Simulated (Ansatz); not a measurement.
C$_{2}$H$_{5}$BBrCl, SMILES `CB(Cl)CBr` from Hartree–Fock to CCSD(T)

```xyz
10

C    -0.622   -1.020   -0.718
B    -0.464    0.249    0.165
Cl   -1.872    1.252    0.507
C     0.897    0.679    0.812
Br    1.655    1.678   -0.697
H    -1.019   -1.820   -0.077
H    -1.343   -0.889   -1.526
H     0.325   -1.374   -1.128
H     0.846    1.374    1.646
H     1.597   -0.130    1.015
```

The species carries charge 0 and has multiplicity 1. Correlated methods include outer-core shells of Br, which these sets cover unevenly. Scalar relativity is left out up to krypton. Geometry: relaxed with PBE0-D4/def2-TZVP. It is one conformer, not always the lowest. Frozen core, restricted reference, Ansatz 0.2.0.

```
     basis      HF (Eh)  MP2 corr.  CCSD corr.       (T)  CCSD(T) total
  def2-SVP  -3134.77191   -0.73065    -0.77765  -0.02128    -3135.57084
def2-TZVPP  -3135.35699   -0.91260    -0.95975  -0.03887    -3136.35561
def2-QZVPP  -3135.42344   -1.27792           –         –              –
```
